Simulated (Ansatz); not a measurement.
`C[SiH](F)Cl` + `[F][Ge]([F])([F])[SeH]` → `C[Si](F)(Cl)[SeH]` + `[F][GeH]([F])[F]`  (redistribution)

Calculated with Ansatz (gas phase, PBE0-D4/def2-TZVP geometries, no zero-point term in ΔE). CBS: MP2 limit from def2 TZ/QZ plus the TZ coupled-cluster correction, frozen cores. DFT in def2-TZVPP. HSE06 is defined as in plane-wave codes. For Ge, Se outer-core shells are correlated without core-valence functions, which leaves a few kJ/mol of doubt a bond. Scalar relativity is left out up to krypton. One conformer a species, not always the lowest.

`C[SiH](F)Cl`:

Z-matrix (Å, degrees):
```
C
Si 1 1.843
H 1 1.093 2 110.3
H 1 1.092 2 110.4 3 119.9
H 1 1.092 2 110.5 3 -120.1
F 2 1.594 1 109.4 3 60.6
Cl 2 2.046 1 110.3 3 178.7
H 2 1.477 1 114.2 3 -59.8
```

`[F][Ge]([F])([F])[SeH]`:

Z-matrix (Å, degrees):
```
Ge
F 1 1.709
F 1 1.708 2 106.9
F 1 1.709 2 104.4 3 -113.0
Se 1 2.300 2 114.3 3 121.2
H 5 1.471 1 89.8 2 59.9
```

`C[Si](F)(Cl)[SeH]`:

```xyz
9

C    -0.034   -0.922    0.776
Si    0.399    0.620   -0.137
F    -0.043    1.862    0.757
Cl    2.417    0.761   -0.424
Se   -0.507    0.787   -2.201
H     0.443   -0.919    1.759
H    -1.115   -0.990    0.914
H     0.303   -1.799    0.221
H    -1.864    0.599   -1.665
```

`[F][GeH]([F])[F]`:

Cartesian coordinates in Å:
```
F 0.724 1.363 0.653
Ge 0.043 -0.024 -0.072
F -1.593 0.349 -0.384
F 0.039 -1.241 1.126
H 0.788 -0.447 -1.323
```

| level | ΔE (eV) |
| --- | --- |
| LDA (SPW92) | -0.14 |
| r2SCAN-D4 | -0.10 |
| BLYP | -0.01 |
| r2SCAN0 | -0.10 |
| HSE06 | -0.09 |
| RPA@PBE/def2-TZVPP | -0.06 |
| CCSD/def2-TZVPP | -0.08 |
| SCS-MP2/def2-QZVPP | -0.12 |

(1) What does CCSD(T)/CBS give? (Best estimate.)

Largest T1 diagnostic among the species: 0.012.

Results:

(1) The calculation gave: -0.13 eV. The listed levels differ from it by -0.01, 0.03, 0.12, 0.03, 0.04, 0.07, 0.05, 0.01 eV.

Leaving LDA and LC-ωPBE aside and taking each functional with its dispersion term where it has one, the values, not all of them listed here, spread over 0.06 eV, from B97M-V to B2PLYP. LDA lies −0.07 eV from PBE without D4. From BLYP to BHLYP (50 % exact exchange), in def2-TZVPP and without D4, ΔE moves by −0.04 eV. The D4 term adds −0.05 eV with B3LYP and −0.03 eV with PBE0; it sums over pairs of atoms, weighted by their polarisabilities, and B3LYP, whose exchange is more repulsive, gets the larger term.

B3LYP here is the variant with VWN-RPA as its local correlation; programs differ in this.
